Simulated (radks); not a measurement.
The numbers below are computed, except where a source is named.
Initial-state core-level shifts of the cerium ion Ce+ when its valence configuration changes from [Xe] 4f1 5d2. Code: a radial shooting solver on a logarithmic mesh with Libxc functionals. Model: scalar-relativistic Kohn-Sham, r2SCAN, spin-polarised, spherical densities, finite nucleus; open shells are filled with parallel spins first (spin-orbit coupling, left out, can overturn this in heavy ions); meta-GGA in the generalised Kohn-Sham scheme; Fermi nuclear charge, rms radius 4.8771 fm. Shifts are changes of the shell-averaged eigenvalues in eV (positive: less bound); the change of the density at the nucleus, which sets a Mossbauer isomer shift, is in e/bohr^3, on a base of 3.975e+05.

[
 {"valence": "4f1.5 5d1.5", "2p": "+3.378", "4s": "+3.648", "4p": "+3.539", "5s": "+1.556", "density at nucleus": "-9.94"},
 {"valence": "4f1 5d1 6p1", "2p": "-3.408", "4s": "-3.364", "4p": "-3.367", "5s": "-3.316", "density at nucleus": "+3.33"},
 {"valence": "5d2 6p1", "2p": "-11.436", "4s": "-11.854", "4p": "-11.579", "5s": "-6.729", "density at nucleus": "+27.31"},
 {"valence": "4f1 5d1 6s1", "2p": "-2.321", "4s": "-2.276", "4p": "-2.279", "5s": "-2.230", "density at nucleus": "+25.66"},
 {"valence": "5d1 6s1 6p1", "2p": "-14.125", "4s": "-14.455", "4p": "-14.176", "5s": "-9.095", "density at nucleus": "+58.19"},
 {"valence": "4f2 5d1", "2p": "+6.279", "4s": "+6.817", "4p": "+6.621", "5s": "+2.975", "density at nucleus": "-18.27"},
 {"valence": "4f0.5 5d1.5 6s1", "2p": "-6.223", "4s": "-6.423", "4p": "-6.296", "5s": "-3.946", "density at nucleus": "+39.02"},
 {"valence": "4f3", "2p": "+9.619", "4s": "+10.592", "4p": "+10.288", "5s": "+4.506", "density at nucleus": "-28.56"},
 {"valence": "5d3", "2p": "-7.715", "4s": "-8.187", "4p": "-7.914", "5s": "-3.230", "density at nucleus": "+23.37"}
]
